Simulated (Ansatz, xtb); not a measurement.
# Relaxing a trial structure of GeH6Sn2

The starting geometry of this gas-phase singlet has its atoms placed at random.

```yaml
atoms:
  - { symbol: Ge, position_ang: [-0.7512, 1.1027, 0.2164] }
  - { symbol: Sn, position_ang: [0.7060, -1.3419, -1.4592] }
  - { symbol: Sn, position_ang: [-1.9008, -1.5040, 0.5111] }
  - { symbol: H, position_ang: [1.2110, 1.2325, 0.3503] }
  - { symbol: H, position_ang: [-1.3753, -0.2980, -0.2125] }
  - { symbol: H, position_ang: [-2.0284, 1.1132, -0.4847] }
  - { symbol: H, position_ang: [0.2597, -1.2343, -0.0333] }
  - { symbol: H, position_ang: [-0.8179, -0.4024, -2.2445] }
  - { symbol: H, position_ang: [-0.4754, -0.3449, 0.8759] }
```

One run relaxed it with r2SCAN-D4/def2-SVP. What is a likely outcome?

It ends as a structure with H4 bridging Ge1 and Sn2, H7 bridging Sn3 and Sn2, H9 bridging Ge1 and Sn3, given below by its coordinates. Distances that change by over a tenth: Sn2–H7 (1.50 → 1.92 Å), Sn3–H5 (1.50 → 1.77 Å). Contacts that open: Ge1–Sn3 (2.86 → 3.41 Å), Ge1–H5 (1.59 → 3.57 Å). Contacts that close: Ge1–H4 (1.97 → 1.69 Å), Sn2–H4 (3.19 → 1.97 Å), Sn3–H7 (2.24 → 1.92 Å).

The energy falls by 7.85 eV over 14 steps:

```csv
step,E − E(last) (eV)
1,7.853
2,4.384
4,1.833
5,1.287
7,0.517
8,0.276
10,0.033
11,0.002
13,0.000
14,0.000
```

Final geometry (Å):

| atom | x (Å) | y (Å) | z (Å) |
| --- | --- | --- | --- |
| Ge | -0.4025 | 1.5551 | 0.6367 |
| Sn | 1.0213 | -0.6837 | -1.4976 |
| Sn | -1.4527 | -1.6767 | 0.8634 |
| H | 0.8463 | 0.8058 | -0.2180 |
| H | -2.4992 | -1.1200 | -0.4463 |
| H | -1.4636 | 1.4487 | -0.5226 |
| H | 0.0748 | -1.8384 | -0.2896 |
| H | -0.4374 | -0.2911 | -2.4130 |
| H | -0.8593 | 0.1232 | 1.4065 |

From the same start GFN2-xTB ends elsewhere, differing in Ge1–H5 (1.73 against 3.57 Å here), Ge1–H9 (4.40 against 1.69 Å here), Sn3–H5 (2.24 against 1.77 Å here), Sn3–H7 (2.33 against 1.92 Å here).

From so rough a start the end depends on the optimiser's path, so another program may land elsewhere. No frequencies were run, so the end isn't proven a minimum. Atoms past krypton carry core potentials, without spin–orbit terms. Run with Ansatz 0.2.0, 24 s on 2 threads of Intel(R) Xeon(R) 6975P-C (Granite Rapids), with other jobs on the host.
